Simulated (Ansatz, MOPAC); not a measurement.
Bond stretch in SeNa (cation, charge +1), lowest singlet found (which spin is the ground state isn't settled by this scan).

Computed with: RKS-BLYP = restricted BLYP/aug-cc-pVDZ (Ansatz, an electronic-structure program); PM3, restricted, heats of formation (MOPAC); RHF/aug-cc-pVDZ (Ansatz).

Energies are in kJ/mol, each relative to the lowest point of its own curve between 2.51 and 3.86 Å, where full CI is lowest.

| R / Å | RKS-BLYP | PM3 | RHF |
|---|---|---|---|
| 2.06 | 224.7 | 165.6 | 252.7 |
| 2.25 | 105.2 | 115.6 | 121.5 |
| 2.39 | 55.9 | 84.8 | 66.4 |
| 2.51 | 30.0 | 62.8 | 36.8 |
| 2.60 | 17.5 | 49.1 | 22.1 |
| 2.72 | 7.2 | 34.4 | 9.7 |
| 2.81 | 2.8 | 25.6 | 4.2 |
| 2.87 | 1.2 | 20.8 | 2.0 |
| 2.97 | 0.0 | 14.2 | 0.0 |
| 3.11 | 0.8 | 7.6 | 0.0 |
| 3.22 | 2.6 | 4.2 | 1.4 |
| 3.41 | 7.3 | 0.9 | 5.4 |
| 3.62 | 13.4 | 0.0 | 10.9 |
| 3.86 | 20.2 | 0.6 | 17.0 |
| 4.14 | 27.5 | 2.0 | 23.4 |
| 4.56 | 36.1 | 3.4 | 30.8 |
| 5.10 | 43.8 | 3.1 | 37.2 |
| 5.65 | 48.6 | 1.7 | 41.2 |
| 6.24 | 51.6 | 0.3 | 43.8 |
| 7.18 | 54.2 | -0.8 | 46.3 |
| 8.22 | 55.7 | -1.0 | 47.7 |
| 9.77 | 56.7 | -0.7 | 48.7 |

At the longest distance, 9.77 Å, RKS-BLYP lies highest above its minimum (56.7 kJ/mol) and PM3 lowest (-0.7 kJ/mol).

The restricted form behind RKS-BLYP, PM3, RHF keeps the bonding electrons paired and can't separate into open-shell fragments.
